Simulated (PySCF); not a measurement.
Al(H)2(OiPr) (C3H9AlO), SMILES CC(C)[O][AlH2].

Geometry: PBE0-D3(BJ)/def2-SVP. The structure was generated by enumeration; whether it is a known compound was not checked. One conformer was computed; it need not be the lowest.

Level of theory: B3LYP/def2-TZVP in PySCF.

Symmetry labels are those of the subgroup Cs that the program uses (full group Cs).

Computed valence orbital energies around the gap with their symmetry:
| orbital | symmetry | energy (eV) |
|---|---|---|
| HOMO−7 | A' | -11.14 |
| HOMO−6 | A" | -10.71 |
| HOMO−5 | A' | -10.11 |
| HOMO−4 | A' | -9.92 |
| HOMO−3 | A" | -9.84 |
| HOMO−2 | A' | -8.52 |
| HOMO−1 | A" | -7.89 |
| HOMO | A' | -7.55 |
| LUMO | A" | -1.16 |
| LUMO+1 | A' | 0.35 |
| LUMO+2 | A' | 0.93 |
| LUMO+3 | A' | 1.41 |
